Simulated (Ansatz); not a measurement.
`C[NH][AlH][OH]` + H–F → `C[NH][AlH][F]` + H₂O at 400 K and 1 bar (ligand exchange at the Al–O bond).

Computed with Ansatz on PBE0-D4/def2-TZVP structures; ΔE is electronic, products minus reactants. CCSD(T)/CBS adds triple-zeta CCSD(T) − MP2 to the extrapolated MP2 energy (def2 sets, frozen cores). This one scheme is used for every species. One conformer a species, not always the lowest.

```csv
species,CCSD(T)/CBS energy (Eh),H − E (kJ/mol),S (J/(mol·K))
`C[NH][AlH][OH]`,-413.63722,227.3,359.0
H–F,-100.39570,36.5,182.2
`C[NH][AlH][F]`,-437.67416,195.7,345.4
H₂O,-76.37941,69.8,198.6
```

H − E and S are ideal-gas, rigid-rotor, harmonic terms from PBE0-D4/def2-TZVP, for one conformer and one mirror image of each species. 1 Eh = 2625.50 kJ/mol, R = 8.31446 J/(mol·K).

Task: By hand: ΔE, ΔH, ΔS and ΔG.

Result: ΔE = (-437.67416) + (-76.37941) − (-413.63722) − (-100.39570) = -0.02065 Eh = -54.2 kJ/mol. Δ(H − E) = 195.7 + 69.8 − 227.3 − 36.5 = 1.7, so ΔH = -52.5 kJ/mol. ΔS = 345.4 + 198.6 − 359.0 − 182.2 = 2.8 J/(mol·K). ΔG = -52.5 − 400 × (2.8)/1000 = -53.6 kJ/mol.

Task: By hand: the equilibrium constant, and the temperature at which ΔG would vanish if ΔH and ΔS stayed fixed.

Result: log₁₀ K = −ΔG/(RT ln 10) = 7.0. ΔH and −TΔS have one sign here, so there is no such temperature.

The number of gas molecules stays the same, so ΔS is small and ΔH decides. A doubt of 5 kJ/mol in ΔE shifts log₁₀ K by 0.7 here. Other conformers and mirror images would add mixing entropy, several J/(mol·K) or more a flexible species. These are equilibria of isolated gas molecules and say nothing of rates. Largest T1 diagnostic: 0.012 (customary marks: 0.02 for closed shells, 0.045 for open ones).

ΔS is within the doubt of such terms, so its sign, and with it that verdict, could turn.
